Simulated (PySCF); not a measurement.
How methods differ on the interval between two levels of Ni

Ni [Ar] 3d8 4s2 [3F4, M_J = 4] → Ni [Ar] 3d8 4s1 4p1 [5G6, M_J = 6], as a difference of total energies. Calculation: PySCF 2.14, in x2c-TZVPall-2c; the two-component X2C-1e Hamiltonian. Correlated levels: [Ne] frozen; the 6 highest virtual spinors dropped. "Screened" scales the spin-orbit matrix elements by Boettger's factors to mimic the two-electron term; Breit and QED terms are absent.

```
                    method  interval between two levels (cm⁻¹)
           GHF (spin-free)                               19883
          GMP2 (spin-free)                               26715
 GHF (screened spin-orbit)                               20063
GMP2 (screened spin-orbit)                               26918
```

The labels give the starting determinants; with spin-orbit coupling the two ends relaxed to ⟨J²⟩ = 20.01, ⟨L²⟩ = 12.01, ⟨S²⟩ = 2.00 and ⟨J²⟩ = 42.02, ⟨L²⟩ = 20.02, ⟨S²⟩ = 6.00.
